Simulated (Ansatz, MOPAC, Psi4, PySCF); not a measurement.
Molecule: C$_{3}$H$_{2}$O, net charge 0, singlet state. SMILES: O=c1cc1
Geometry: optimised at B3LYP-D3(BJ)/def2-TZVP (Ansatz, a quantum-chemistry and plane-wave program).

Quantity: enthalpy of formation at 298 K, in kcal/mol. Terms: no dispersion term unless named; spin-orbit terms left out; PM7 with its own dispersion and hydrogen-bond terms; UHF or UKS for open shells; valence correlation only; LANL2DZ all-electron up to Ne; non-relativistic; 6-311+G** with 5d; six Cartesian d functions in 6-31G* and its kin unless marked 5d. CBS(X,Y): correlation extrapolated as X^-3; Hartree-Fock from the larger set. The bracket is a focal-point correction in the basis named. Ab initio and DFT rows: single points at B3LYP-D3(BJ) geometries (Ansatz), with unscaled harmonic terms from B3LYP/6-31G* (Ansatz) at its own minima, enthalpies of formation by atomisation with measured atoms. Semi-empirical rows: MOPAC heats of formation at their own minima for 298 K.

Coupled cluster (Ansatz) is a level with limits of its own, used here on species with T1 under 0.025 (0.045 for open shells) and stable references: RI-MP2/CBS(aug-cc-pVTZ,aug-cc-pVQZ)+[CCSD(T)-MP2]/aug-cc-pVTZ.

Value to compare with, RI-MP2/CBS(aug-cc-pVTZ,aug-cc-pVQZ)+[CCSD(T)-MP2]/aug-cc-pVTZ (Ansatz): 40.6 kcal/mol.

```csv
level,program,enthalpy of formation at 298 K (kcal/mol),difference
AM1,MOPAC,49.5,8.9
PM6,MOPAC,35.9,-4.7
PM7,MOPAC,39.4,-1.2
HF/STO-3G,Ansatz,240.2,199.6
HF/LANL2DZ,Ansatz,320.8,280.2
SVWN5/6-31G*,Ansatz,-88.0,-128.6
PBE/LANL2DZ,Ansatz,51.5,10.9
BP86/6-31G* (5d),PySCF,5.3,-35.3
B3LYP/6-31G*,Ansatz,41.4,0.8
B3LYP/cc-pVDZ,Ansatz,50.2,9.6
PBE0/6-311+G**,Ansatz,32.0,-8.6
wB97X-D/6-311+G**,Psi4,43.1,2.5
MP2/LANL2DZ,Ansatz,161.2,120.6
B3LYP-D3(BJ)/def2-TZVPD,Ansatz + dftd3,36.5,-4.1
M06-2X/def2-TZVPD,PySCF,32.7,-7.9
wB97M-V/def2-TZVPD,Ansatz,34.7,-5.9
```

Among the 13 habitual levels, HF/LANL2DZ lies farthest from RI-MP2/CBS(aug-cc-pVTZ,aug-cc-pVQZ)+[CCSD(T)-MP2]/aug-cc-pVTZ (Ansatz) (280.2 kcal/mol); 8 of 13 lie above it, and their mean absolute difference is 62.4 kcal/mol, the median 9.6. One case shows no general order.

The levels are drawn from those run, B3LYP/6-31G* more often than the rest, none by its result; left out are runs that failed, that the program found above a lower state of the same kind, or whose <S^2> lies over 0.5 above the pure value.
